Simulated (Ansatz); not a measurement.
Na₃Br₄. Total charge 0; doublet. Geometry r2SCAN-D4/def2-SVP; atoms count from 1.

```xyz
7

Na    2.323   -0.520    0.286
Na   -2.017   -1.293   -0.060
Na   -0.327    2.010   -0.396
Br   -0.074   -0.444    1.922
Br    2.352    1.930   -0.724
Br    0.475   -2.710    0.099
Br   -2.731    1.026   -1.127
```

In the doublet, Br4 and Br6 lie 2.96 Å apart (atoms count from 1), so these atoms are partly bonded to each other. Another isomer (doublet) lies 0.04 eV lower at PBE0-D4/def2-SVP; other spin states weren't run for this one.

(1) Estimate the Mulliken populations from the PBE0/def2-SVP orbitals of Ansatz.

(2) Where does the spin sit?

(3) And the Mayer bond orders between heavy atoms (over 0.3)?

## Answers

(1) 
| atom | charge (e) | spin (α − β) |
| --- | --- | --- |
| Na1 | 0.55 | -0.01 |
| Na2 | 0.55 | -0.01 |
| Na3 | 0.53 | 0.00 |
| Br4 | -0.25 | 0.51 |
| Br5 | -0.55 | 0.00 |
| Br6 | -0.27 | 0.51 |
| Br7 | -0.55 | 0.00 |
Mulliken values depend strongly on the basis.

(2) Summed by element: Na -0.03, Br 1.03, of 1 unpaired in all. Largest on single atoms: Br4 0.51, Br6 0.51, Na1 -0.01.

(3) Na1–Br5 0.45 (2.65 Å); Na2–Br7 0.45 (2.65 Å); Na3–Br5 0.39 (2.70 Å); Na3–Br7 0.39 (2.70 Å); Br4–Br6 0.48 (2.96 Å).
